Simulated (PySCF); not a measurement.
Vertical excitations of a molecule CH5ClGeO from TDA-PBE0/def2-SVPD (PySCF 2.14.0), as energy in eV (oscillator strength): 6.60 (0.027), 6.91 (0.006), 6.99 (0.018), 7.15 (0.029), 7.46 (0.015), 7.58 (0.017), 7.69 (0.012), 7.89 (0.051), 7.97 (0.022), 8.18 (0.002). Lowest triplet (TDA): 6.15 eV. Geometry optimised at PBE-D3(BJ)/def2-SVP. The values are those of a single conformer.

Task: Identify the compound among the candidates.
(A) C[O][GeH2][Cl]
(B) [CH3][Ge@@H]([OH])[Cl]
(C) O[CH2][GeH2][Cl]

Result: A, C[O][GeH2][Cl]
